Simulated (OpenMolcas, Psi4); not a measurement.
**The same job for OpenMolcas**

This Psi4 1.11 job computes InH2OF (SMILES [OH][InH][F]):

calc.py:
```python
import psi4

psi4.set_memory('2200 MB')
psi4.set_num_threads(1)
psi4.core.set_output_file('psi4.out', False)

m = psi4.geometry("""
0 1
O     -1.279500    -0.345900    -0.577400
In     0.480100     0.042500     0.210000
F      1.185900    -1.654700     0.841500
H     -1.725200     0.429800    -0.925700
H      1.388500     1.454700     0.410200
symmetry c1
no_reorient
no_com
""")

psi4.set_options({
    'basis': 'def2-SVP',
    'reference': 'rks',
    'puream': True,
    'e_convergence': 1e-09,
    'd_convergence': 1e-08,
    'scf_type': 'pk',
    'dft_radial_points': 99,
    'dft_spherical_points': 590,
})

E, wfn = psi4.gradient('blyp', return_wfn=True)
psi4.oeprop(wfn, 'MULLIKEN_CHARGES', 'DIPOLE', 'LOWDIN_CHARGES')
print('gradient / Eh bohr^-1')
print(E.np.round(6))
print(f'energy = {wfn.energy():.10f} Eh')
```

```bash
$ python calc.py
```

Geometry: relaxed at PBE0-D4/def2-TZVP. This is a higher conformer, about 10 kJ/mol above the lowest found by a separate search.

It gives a total energy of -366.212182 Eh.

Q: Write the same calculation for OpenMolcas 26.06 as an input file of the program's own.

A: This input was run:

mol.xyz:
```
5

O     -1.279500    -0.345900    -0.577400
In     0.480100     0.042500     0.210000
F      1.185900    -1.654700     0.841500
H     -1.725200     0.429800    -0.925700
H      1.388500     1.454700     0.410200
```

test.input:
```
* FH2InO Kohn-Sham DFT
>>> EXPORT MOLCAS_PRINT=2

&GATEWAY
  BASLIB=$CurrDir
  COORD=mol.xyz
  BASIS=def2-SVP
  GROUP=NoSym

&SEWARD
  GRIDINPUT
  Grid=UltraFine
  End of Grid

&SCF
  KSDFT=BLYP
  THRESHOLDS=1e-10 1e-07 1e-07 1e-05
  PRORBITALS=1

&ALASKA
```

```bash
$ export MOLCAS_MEM=1860
$ pymolcas test.input > test.log
```

(Basis files named in the input come from the Basis Set Exchange and aren't shown.)

Its energy is -366.212163 Eh, 0.019 mEh from the first; the programs' integration grids differ.
